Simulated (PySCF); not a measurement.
# Electron correlation in Pb⁶⁹⁺ (lead, charge +69)

[Ne] 3s2 3p1, 2P determinant. Calculation: PySCF 2.14, in an even-tempered Gaussian basis (16 s from 21 bohr⁻², ratio 2.5; 10 p from 27 bohr⁻², ratio 2.5; 4 d from 100 bohr⁻², ratio 2.7; 4 f from 150 bohr⁻², ratio 2.7); the non-relativistic Hamiltonian (point nucleus). Frozen: 1s2; 11 electrons correlated; the 17 highest virtual orbitals of each spin left out.

| level | correlation energy (mhartree) |
| --- | --- |
| CCSD | -604.01 |
| (T) | -1.72 |
| CCSD(T) | -605.73 |

Diagnostics: T1 = 0.00076, D1 = 0.0033, largest double amplitude 0.083.

Q: Is a single reference adequate?

A: Mostly. T1 lies below 0.03, but a double amplitude of this size points to a near-degeneracy that CCSD handles and MP2 describes poorly.

At this charge a non-relativistic calculation is a model, useful for the Z dependence of the correlation energy.
